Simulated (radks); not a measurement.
Results of a calculation; reference values are marked as such.
These are the eigenvalues of the occupied orbitals of an atom or ion with whole-number occupations (hartree). Code: a radial shooting solver on a logarithmic mesh with Libxc functionals. Model: non-relativistic Kohn-Sham, PBE, spin-polarised, spherical densities, point nucleus.

| orbital | eigenvalue |
|---|---|
| 1s up | -416.2139 |
| 1s down | -416.1787 |
| 2s up | -68.33094 |
| 2s down | -68.30523 |
| 2p up | -63.02354 |
| 2p down | -62.98476 |
| 3s up | -22.01981 |
| 3s down | -21.90285 |
| 3p up | -20.23627 |
| 3p down | -20.11932 |

Which element is it, and in what charge state? The configuration may be excited. Open shells, if any, are filled with parallel spins first.

Answer. Z = 32, germanium, charge +15: Ge15+ in [Ne] 3s2 3p5. The list shows which subshells hold electrons but not how many an open one holds; the 1s level, -416.21 hartree, gives Z - s = 28.9 by -(Z - s)^2/2, which with screening narrows Z to a few neighbours, and the depths of the outer levels then fix element, charge and occupations together.
